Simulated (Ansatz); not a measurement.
Geometry optimisation of `B/C=C(/O)F`.

```yaml
crystal:
  periodic: [false, false, false]
  atoms:
    - {symbol: B, position_ang: [0.503198, 1.300210, 0.933944]}
    - {symbol: C, position_ang: [0.646768, 0.038843, 0.100071]}
    - {symbol: C, position_ang: [-0.404773, -0.614696, -0.473705]}
    - {symbol: O, position_ang: [-0.305675, -1.728807, -1.197739]}
    - {symbol: F, position_ang: [-1.672729, -0.202214, -0.365451]}
    - {symbol: H, position_ang: [-0.586280, 1.809347, 1.124136]}
    - {symbol: H, position_ang: [1.491736, 1.808819, 1.429868]}
    - {symbol: H, position_ang: [1.616884, -0.447886, -0.090174]}
    - {symbol: H, position_ang: [-1.200730, -2.009917, -1.478051]}
basis:
  gaussian: {orbitals: def2-TZVP}
hamiltonian: {xc: pbe0, dispersion: d4}
relax: {f_tol: 0.005, max_steps: 150}
```

```sh
$ ansatz run in.yaml --threads 2 --pin off --events-out ev --progress --plain --max-ram 4352MiB
```

It prints (some lines left out):

```
Functional definition: PBE0
mean field -7573.19366022 eV, -278.3097337181 hartree, gradient 1.5e-5 eV, S^2 0.000000; 0 other end points of the search recorded, 0 dependent functions left out
relax step   1: F+E_penalty+E_count = -7573.30884454 eV  Δ(F+E_penalty+E_count) = +0.000e0 eV  max|allowed force component| = 7.637e-1 eV/Å  Δτ_max = 0.0000 Å  (29 SCF iters, accepted)
mean field -7573.23438424 eV, -278.3112302981 hartree, gradient 1.1e-5 eV, S^2 0.000000; 0 other end points of the search recorded, 0 dependent functions left out
relax step   2: F+E_penalty+E_count = -7573.35014698 eV  Δ(F+E_penalty+E_count) = -4.130e-2 eV  max|allowed force component| = 2.839e-1 eV/Å  Δτ_max = 0.0282 Å  (34 SCF iters, accepted)
mean field -7573.23752836 eV, -278.3113458426 hartree, gradient 1.1e-5 eV, S^2 0.000000; 0 other end points of the search recorded, 0 dependent functions left out
relax step   3: F+E_penalty+E_count = -7573.35352088 eV  Δ(F+E_penalty+E_count) = -3.374e-3 eV  max|allowed force component| = 8.167e-2 eV/Å  Δτ_max = 0.0160 Å  (34 SCF iters, accepted)
mean field -7573.23833213 eV, -278.3113753804 hartree, gradient 1.1e-5 eV, S^2 0.000000; 0 other end points of the search recorded, 0 dependent functions left out
relax step   4: F+E_penalty+E_count = -7573.35434492 eV  Δ(F+E_penalty+E_count) = -8.240e-4 eV  max|allowed force component| = 3.261e-2 eV/Å  Δτ_max = 0.0080 Å  (33 SCF iters, accepted)
mean field -7573.23838376 eV, -278.3113772779 hartree, gradient 1.1e-5 eV, S^2 0.000000; 0 other end points of the search recorded, 0 dependent functions left out
relax step   5: F+E_penalty+E_count = -7573.35440042 eV  Δ(F+E_penalty+E_count) = -5.550e-5 eV  max|allowed force component| = 1.360e-2 eV/Å  Δτ_max = 0.0033 Å  (35 SCF iters, accepted)
mean field -7573.23839607 eV, -278.3113777301 hartree, gradient 1.1e-5 eV, S^2 0.000000; 0 other end points of the search recorded, 0 dependent functions left out
relax step   6: F+E_penalty+E_count = -7573.35440612 eV  Δ(F+E_penalty+E_count) = -5.698e-6 eV  max|allowed force component| = 3.767e-3 eV/Å  Δτ_max = 0.0007 Å  (34 SCF iters, accepted)
mean field -7573.23839607 eV, -278.3113777301 hartree, gradient 1.1e-5 eV, S^2 0.000000; 1 other end points of the search recorded, 0 dependent functions left out
Total energy: -7573.35443447 eV, -278.3156420627 hartree
Atom 0 at     0.496160     1.283873     0.923454 Å, force    -0.000929     0.001442     0.000774 eV/Å
Atom 1 at     0.650017     0.026406     0.105040 Å, force    -0.002729    -0.003452    -0.002663 eV/Å
Atom 2 at    -0.391104    -0.608774    -0.458455 Å, force    -0.000928    -0.002073    -0.001472 eV/Å
Atom 3 at    -0.312576    -1.710372    -1.183024 Å, force     0.002205     0.003767     0.002836 eV/Å
Atom 4 at    -1.643330    -0.192447    -0.348581 Å, force     0.000213     0.000392     0.000254 eV/Å
Atom 5 at    -0.582359     1.769075     1.102521 Å, force     0.000518     0.000140     0.000199 eV/Å
Atom 6 at     1.460032     1.807060     1.401833 Å, force     0.000324     0.000083     0.000127 eV/Å
Atom 7 at     1.605937    -0.449965    -0.084609 Å, force     0.001831    -0.000249     0.000054 eV/Å
Atom 8 at    -1.194377    -1.971159    -1.475280 Å, force    -0.000505    -0.000050    -0.000109 eV/Å
Dipole moment:    -0.280876    -0.469467    -0.350924 e Å
```

It took 2.1 min on 2 threads of an Intel Xeon on a shared host, with 0.37 GiB of host memory at the peak.
